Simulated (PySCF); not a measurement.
**Basis and Hamiltonian dependence of the ionisation energy of Ga⁺**

Ga⁺ [Ar] 3d10 4s2 (1S) → Ga²⁺ [Ar] 3d10 4s1 (2S). All values are computed (PySCF 2.14, energy differences of UHF-based or UKS calculations, no spin-orbit coupling). Values in eV.

```json
{"basis": "cc-pVDZ-PP with ECP10MDF", "Hamiltonian": "ECP", "functions": "23", "UHF": "18.762", "LDA": "n/a", "PBE0": "20.384", "MP2 (valence)": "19.391", "CCSD(T) (valence)": "19.721", "CCSD(T) (valence and next inner shell)": "n/a"}
{"basis": "cc-pVDZ-DK", "Hamiltonian": "spin-free X2C", "functions": "27", "UHF": "18.801", "LDA": "n/a", "PBE0": "n/a", "MP2 (valence)": "19.439", "CCSD(T) (valence)": "19.770", "CCSD(T) (valence and next inner shell)": "n/a"}
{"basis": "6-31G*", "Hamiltonian": "non-relativistic", "functions": "32", "UHF": "18.588", "LDA": "n/a", "PBE0": "20.273", "MP2 (valence)": "19.218", "CCSD(T) (valence)": "19.536", "CCSD(T) (valence and next inner shell)": "n/a"}
{"basis": "ANO-RCC-VTZP", "Hamiltonian": "spin-free X2C", "functions": "43", "UHF": "18.771", "LDA": "21.191", "PBE0": "20.457", "MP2 (valence)": "19.441", "CCSD(T) (valence)": "19.765", "CCSD(T) (valence and next inner shell)": "20.290"}
{"basis": "x2c-TZVPPall", "Hamiltonian": "spin-free X2C", "functions": "48", "UHF": "18.740", "LDA": "21.136", "PBE0": "20.428", "MP2 (valence)": "19.452", "CCSD(T) (valence)": "19.738", "CCSD(T) (valence and next inner shell)": "20.170"}
{"basis": "aug-cc-pwCVDZ-PP with ECP10MDF", "Hamiltonian": "ECP", "functions": "48", "UHF": "18.758", "LDA": "21.099", "PBE0": "20.372", "MP2 (valence)": "19.442", "CCSD(T) (valence)": "19.753", "CCSD(T) (valence and next inner shell)": "20.325"}
{"basis": "def2-TZVPPD", "Hamiltonian": "non-relativistic", "functions": "54", "UHF": "18.445", "LDA": "20.774", "PBE0": "20.090", "MP2 (valence)": "19.167", "CCSD(T) (valence)": "19.462", "CCSD(T) (valence and next inner shell)": "19.863"}
{"basis": "dyall-av2z", "Hamiltonian": "non-relativistic", "functions": "92", "UHF": "18.440", "LDA": "20.796", "PBE0": "20.094", "MP2 (valence)": "19.126", "CCSD(T) (valence)": "19.447", "CCSD(T) (valence and next inner shell)": "n/a"}
{"basis": "x2c-QZVPPall", "Hamiltonian": "spin-free X2C", "functions": "94", "UHF": "18.750", "LDA": "21.166", "PBE0": "20.443", "MP2 (valence)": "19.493", "CCSD(T) (valence)": "19.760", "CCSD(T) (valence and next inner shell)": "20.426"}
{"basis": "aug-cc-pwCVTZ-PP with ECP10MDF", "Hamiltonian": "ECP", "functions": "96", "UHF": "18.744", "LDA": "21.139", "PBE0": "20.392", "MP2 (valence)": "19.489", "CCSD(T) (valence)": "19.770", "CCSD(T) (valence and next inner shell)": "20.466"}
{"basis": "x2c-QZVPPall with one added diffuse shell each of s, p, d, f type", "Hamiltonian": "spin-free X2C", "functions": "110", "UHF": "18.750", "LDA": "21.166", "PBE0": "20.443", "MP2 (valence)": "19.494", "CCSD(T) (valence)": "n/a", "CCSD(T) (valence and next inner shell)": "n/a"}
{"basis": "aug-cc-pV5Z-PP with ECP10MDF", "Hamiltonian": "ECP", "functions": "136", "UHF": "18.744", "LDA": "21.129", "PBE0": "20.385", "MP2 (valence)": "19.512", "CCSD(T) (valence)": "n/a", "CCSD(T) (valence and next inner shell)": "n/a"}
{"basis": "aug-cc-pwCVQZ-PP with ECP10MDF", "Hamiltonian": "ECP", "functions": "166", "UHF": "18.744", "LDA": "n/a", "PBE0": "n/a", "MP2 (valence)": "19.508", "CCSD(T) (valence)": "n/a", "CCSD(T) (valence and next inner shell)": "n/a"}
```

Task: Estimate the row for def2-SVP (non-relativistic, 32 functions).

Result: From the rows with the same Hamiltonian and similar size; the calculation gives UHF 18.46; PBE0 20.14; MP2 (valence) 19.13; CCSD(T) (valence) 19.45 (eV).

Extrapolation of MP2 (valence) from aug-cc-pwCVTZ-PP with ECP10MDF and aug-cc-pwCVQZ-PP with ECP10MDF: the correlation parts are 0.745 and 0.765 eV; with the X⁻³ form and unrounded values, (4³ × 0.765 − 3³ × 0.745)/(4³ − 3³) = 0.779 eV, and adding the Hartree-Fock value 18.744 eV of the larger basis gives 19.523 eV.

Frozen in the all-electron rows: valence: [Ar] 3d10; valence and next inner shell: [Ne]; with a core potential, the same shells as far as they lie outside it.

Non-relativistic rows lack the scalar-relativistic shift.

Reference for a calculation without spin-orbit coupling: 20.515 eV (measured, between term centres; NIST).
